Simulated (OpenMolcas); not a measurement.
# Ni: input and output

Input:

```
&GATEWAY
Coord
1

Ni 0.0 0.0 0.0
Basis=ANO-RCC-VQZP
Group=XYZ
NoMove
AngMom=0.0 0.0 0.0
AMFI
&SEWARD
Relativistic=R04O02
&RASSCF
FileOrb=start.orb
Symmetry=1
Spin=3
nActEl=10 0 0
Inactive=3 6
Ras2=6 0
CIRoot=15 15 1
SDav=15
CIMx=300
Iter=120 100
PrWF=0.3
OrbListing=Nothing
MaxOrb=0
Atom
>>> COPY $Project.JobIph JOB001
&RASSCF
FileOrb=start.orb
Symmetry=1
Spin=1
nActEl=10 0 0
Inactive=3 6
Ras2=6 0
CIRoot=21 21 1
SDav=21
CIMx=300
Iter=120 100
PrWF=0.3
OrbListing=Nothing
MaxOrb=0
Atom
CIOnly
>>> COPY $Project.JobIph JOB002
&RASSI
NrOfJobIphs=2 15 19
1 2 3 4 5 6 7 8 9 10 11 12 13 14 15
1 2 3 4 5 6 7 8 9 10 11 12 13 14 15 16 17 18 19
IphNames
JOB001
JOB002
EJob
SpinOrbit
DIPRint=1.0
SOCoupling=1000.0
Subsets=2
MEES
Property=10
'ANGMOM' 1 'ANGMOM' 2 'ANGMOM' 3 'MLTPL  1' 1 'MLTPL  1' 2 'MLTPL  1' 3
'AMFI' 1 'AMFI' 2 'AMFI' 3 'MLTPL  2' 6
SOProperty=3
'ANGMOM' 1 'ANGMOM' 2 'ANGMOM' 3
```

Launched by
```bash
OMP_NUM_THREADS=1 MOLCAS_MEM=2252 MOLCAS_PROJECT=a pymolcas a.inp > a.log  # once for each step of the input, in one work folder
```

A driver script runs the steps one by one and writes start.orb anew before each from the orbitals found so far, so a CI-only block uses the converged orbitals of the first block.

Output, cut to the results:

```
--- SEWARD ---
Basis set label: NI.ANO-RCC...7S6P4D3F2G1H.

      Electronic valence basis set:
      ------------------
      Associated Effective Charge  28.000000 au
      Associated Actual Charge     28.000000 au
      Nuclear Model: Point charge

      Shell  nPrim  nBasis  Cartesian Spherical Contaminant
         s      21       7        X
         p      15       6        X
         d      10       4                 X
         f       6       3                 X
         g       4       2                 X
         h       2       1                 X
Relativistic=R04O02
                  Relativistic Douglas-Kroll-Hess integrals:
                    - DKH order of Hamiltonian: 4
                    - DKH order of Properties : 2
--- RASSCF ---
Wave function specifications:
      -----------------------------

      Number of closed shell electrons          18
      Number of electrons in active shells      10
      Max number of holes in RAS1 space          0
      Max nr of electrons in RAS3 space          0
      Number of inactive orbitals                9
      Number of active orbitals                  6
      Number of secondary orbitals              80
      Spin quantum number                      1.0
      State symmetry                             1
Orbital specifications:
      -----------------------

      Symmetry species                           1   2
                                                ag  au
      Frozen orbitals                            0   0
      Inactive orbitals                          3   6
      Active orbitals                            6   0
      RAS1 orbitals                              0   0
      RAS2 orbitals                              6   0
      RAS3 orbitals                              0   0
      Secondary orbitals                        36  44
      Deleted orbitals                           0   0
      Number of basis functions                 45  50
      Number of CSFs                            15
      Number of root(s) required                15
      Iter CI   SX   CI       RASSCF       Energy    max ROT     max BLB   max BLB  Level Ln srch  Step   QN
          iter iter root      energy       change     param      element    value   shift minimum  type update
 Nr of preliminary CI iterations:   1
      Total energies have been shifted. Add                -1000.00 au
        1   1    5    0  -519.05612422    0.00E+00   1.17E-06    9  10 1  9.91E-07   0.10   0.00    SX    NO
        2   1    3    0  -519.05612422   -5.23E-12   6.49E-07    9  10 1  5.22E-07   0.10   0.00    SX    NO
        3   1    3    0  -519.05612422   -2.27E-13   3.15E-07    9  10 1  2.18E-07   0.10   0.00    SX    NO
        4   1    2    0  -519.05612422   -2.27E-13   1.07E-07    4  10 2 -1.59E-07   0.10   0.00    SX    NO
      Convergence after  4 iterations
        5   1    2    0  -519.05612422    6.82E-13   1.07E-07    5  24 1 -1.39E-07   0.10   0.00    SX    NO
      Natural orbitals and occupation numbers for root  1
      sym 1:   2.000000   1.035319   1.964681   1.035319   1.964681   2.000000
      Natural orbitals and occupation numbers for root  2
      sym 1:   1.065789   2.000000   1.934211   1.934211   1.065789   2.000000
      Natural orbitals and occupation numbers for root  3
      sym 1:   1.993275   1.006725   2.000000   1.006725   1.993275   2.000000
::    RASSCF root number  1 Total energy:  -1519.10813057
::    RASSCF root number  2 Total energy:  -1519.10813057
::    RASSCF root number  3 Total energy:  -1519.10813057
::    RASSCF root number  4 Total energy:  -1519.10813057
::    RASSCF root number  5 Total energy:  -1519.10813057
::    RASSCF root number  6 Total energy:  -1519.10813057
::    RASSCF root number  7 Total energy:  -1519.10813057
::    RASSCF root number  8 Total energy:  -1519.02272753
::    RASSCF root number  9 Total energy:  -1519.02272753
::    RASSCF root number 10 Total energy:  -1519.02272753
::    RASSCF root number 11 Total energy:  -1519.00335336
::    RASSCF root number 12 Total energy:  -1519.00335336
::    RASSCF root number 13 Total energy:  -1519.00335336
::    RASSCF root number 14 Total energy:  -1519.00335336
::    RASSCF root number 15 Total energy:  -1519.00335336
--- RASSCF ---
Wave function specifications:
      -----------------------------

      Number of closed shell electrons          18
      Number of electrons in active shells      10
      Max number of holes in RAS1 space          0
...
--- RASSI ---
SPIN-FREE ENERGIES:
  (Shifted by EMIN (a.u.) =      -1519.1081305656)

 SF State       Relative EMIN(au)   Rel lowest level(eV)    D:o, cm**(-1)      L_eff

     1             0.0000000000        0.0000000000              0.0000         3.0
     2             0.0000000000        0.0000000000              0.0000         3.0
     3             0.0000000000        0.0000000000              0.0000         3.0
     4             0.0000000000        0.0000000000              0.0000         3.0
     5             0.0000000000        0.0000000000              0.0000         3.0
     6             0.0000000000        0.0000000000              0.0000         3.0
     7             0.0000000000        0.0000000000              0.0000         3.0
    16             0.0699864002        1.9044269676          15360.2394         2.0
    17             0.0699864002        1.9044269676          15360.2394         2.0
    18             0.0699864002        1.9044269676          15360.2394         2.0
    19             0.0699864002        1.9044269676          15360.2394         2.0
    20             0.0699864002        1.9044269676          15360.2394         2.0
     8             0.0854030404        2.3239351181          18743.8008         1.0
     9             0.0854030404        2.3239351181          18743.8008         1.0
    10             0.0854030404        2.3239351181          18743.8008         1.0
    13             0.1047772105        2.8511331453          22995.9397         2.0
    14             0.1047772105        2.8511331453          22995.9397         2.0
    15             0.1047772105        2.8511331453          22995.9397         2.0
    11             0.1047772105        2.8511331453          22995.9397         2.0
    12             0.1047772105        2.8511331453          22995.9397         2.0
    21             0.1100506729        2.9946313661          24153.3309         4.0
...
```

Levels above the lowest, from the spin-orbit matrix, grouped by J:

```csv
Configuration,Term,J,E (cm⁻¹),g,Term weight %
3d⁸ 4s²,³F,4,0.0,1.250,100
3d⁸ 4s²,³F,3,1291,1.084,100
3d⁸ 4s²,³F,2,2178,0.668,100
3d⁸ 4s²,¹D,2,16141,1.035,92
3d⁸ 4s²,³P,2,19657,1.464,93
3d⁸ 4s²,³P,1,20035,1.501,100
3d⁸ 4s²,³P,0,20354,,100
3d⁹ 4s,³D,3,23331,1.334,100
3d⁹ 4s,³D,2,24106,1.158,95
3d⁹ 4s,³D,1,24925,0.499,100
3d⁸ 4s²,¹G,4,25142,1.000,100
3d⁹ 4s,¹D,2,27629,1.009,95
```

Without dynamic correlation excited terms often stand tens of per cent too high (terms of higher spin than the ground term too low), and those without a measured partner can miss by more than the paired ones. Terms from blocks run as CI alone lack orbitals of their own. A single d shell beside an s shell can misplace configurations of different d count against each other. Only configurations of the active space appear. The first state left out of the spin-orbit step lies near 59000 cm-1 above the lowest spin-free state of the reference (among the parities and spins computed), and the list stops at four fifths of that energy or lower.

The RASSCF and RASSI steps took 16 s on 1 thread of Intel(R) Xeon(R) Platinum 8488C (Sapphire Rapids), on a shared host; the integral step is not counted.

The term weight is that of the spin-free term in the level, not the purity of its configuration.
